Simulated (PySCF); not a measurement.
## B²⁺ (boron, charge +2) across methods

[He] 2s1, 2S determinant. Computed with PySCF 2.14 in ANO-RCC-VTZP, with the spin-free X2C one-electron Hamiltonian (Gaussian nucleus).

| method | E (hartree) | mean ε 1s α (eV) | mean ε 1s β (eV) | mean ε 2s α (eV) | Σ⟨r²⟩ (bohr²) | ⟨S²⟩ |
| --- | --- | --- | --- | --- | --- | --- |
| wB97X-V | -23.4437 | -220.30 | -219.54 | -36.510 | 3.415 | 0.750 |
| LDA | -23.1416 | -209.30 | -208.51 | -32.378 | 3.421 | 0.750 |
| UHF | -23.38233 | -240.67 | -238.95 | -37.826 | 3.427 | 0.750 |
| wB97X | -23.4548 | -219.86 | -219.46 | -36.448 | 3.417 | 0.750 |
| r2SCAN | -23.4305 | -214.38 | -213.72 | -32.885 | 3.407 | 0.750 |
| r2SCANh | -23.4310 | -217.07 | -216.31 | -33.402 | 3.406 | 0.750 |
| PBE | -23.3947 | -211.32 | -210.52 | -32.670 | 3.394 | 0.750 |
| BHandHLYP | -23.4433 | -226.75 | -225.59 | -35.312 | 3.383 | 0.750 |
| PBE0 | -23.4053 | -218.85 | -217.84 | -34.066 | 3.397 | 0.750 |
